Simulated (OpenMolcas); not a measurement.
**Levels of In I by method**

```json
{
 "Program": "OpenMolcas 26.06",
 "Basis": "ANO-RCC-VDZP [6s5p3d1f]",
 "Scalar Hamiltonian": "DKH2, point nucleus",
 "Active space": "3 electrons in 8 orbitals (5s 5p 6s 6p)",
 "State averaging": "2S+1 = 4 odd, 1 root (0 in the spin-orbit step); 2S+1 = 2 odd, 3 roots; 2S+1 = 4 even, 3 roots; 2S+1 = 2 even, 5 roots (0 in the spin-orbit step)",
 "Spin-orbit coupling": "RASSI with atomic mean-field integrals over the reference wave functions, term energies averaged over their components"
}
```

Methods on the same reference wave functions:
A. CASSCF
B. SS-CASPT2, IPEA 0.25 Eh, imaginary shift 0.1 Eh (closed shells correlated: 4d)

Energies in cm-1 above 5s2 5p 2P* 1/2, the measured ground level; measured values from NIST Handbook of Basic Atomic Spectroscopic Data.

| Level | A | B | Measured |
| --- | --- | --- | --- |
| 5s2 5p 2P* 1/2 | 0.0 | 0.0 | 0.0 |
| 5s2 5p 2P* 3/2 | 1692 | 1692 | 2213 |
| 5s 5p2 4P 1/2 | 28096 | 32472 | 34978 |
| 5s 5p2 4P 3/2 | 28866 | 33242 | 36021 |
| 5s 5p2 4P 5/2 | 30149 | 34525 | 37452 |

Deviations, from unrounded energies. A percentage is the sum of absolute deviations over the sum of measured energies, with the sign that they share, or ± where signs differ.

| Against measurement | Levels | A | B |
| --- | --- | --- | --- |
| mean absolute deviation (cm-1) | 4 | 5500 | 2200 |
| fine structure of the ground term (%) | 1 | -23.5 | -23.5 |
| other configurations (%) | 3 | -19.7 | -7.6 |

B lies closest to measurement on these levels. The largest miss of B in the table is 5s 5p2 4P 5/2, by -2900 cm-1. The ranking rests on the paired levels alone, and a cruder setting can come out closer through cancelling errors.

The lowest spin-free term lies below A's lowest term by 0.349 hartree in B.

Some high roots are left out of the spin-orbit mixing, which shifts the levels that they would mix with. Active for correlation alone: 6p 6s; no level in the range computed is led by a configuration that fills them, so any true level of that kind is missing. Terms of s pⁿ other than that of highest spin mix with s² pⁿ⁻² d, which this space lacks; all of them can be thousands of cm-1 off, and some have no real level of that name. Without dynamic correlation excited terms often stand tens of per cent too high (terms of higher spin than the ground term too low), and those without a measured partner can miss by more than the paired ones (holds for A). Computed and measured levels are paired by configuration, term and J; levels that our copy of the source lacks, or whose pairing is in doubt (as where it misses far off the trend of its configuration), stay unpaired and out of the deviations. Levels of configurations outside the active space are missing.

* marks odd parity.
